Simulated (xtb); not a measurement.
Br$_{2}$In, charge +1, singlet, at a GFN2-xTB geometry (such geometries of metal compounds can be far from the true shape).

xtb was given this input:
```
$ xtb mol.xyz --gfn 1 --chrg 1 --vomega --json

# file mol.xyz
3

In     0.00000000     0.00000000     0.00000000
Br    -0.00000000    -0.00000000    -2.51169977
Br     0.00000000     0.00000000     2.51169977
```

Task: Give the vertical ionisation energy (with the method's empirical shift) at the level GFN1-xTB (xtb 6.7.1).

Result: 17.11 eV

Task: Estimate the vertical electron affinity (with the method's empirical shift) that GFN1-xTB returns for this input.

Result: 7.29 eV
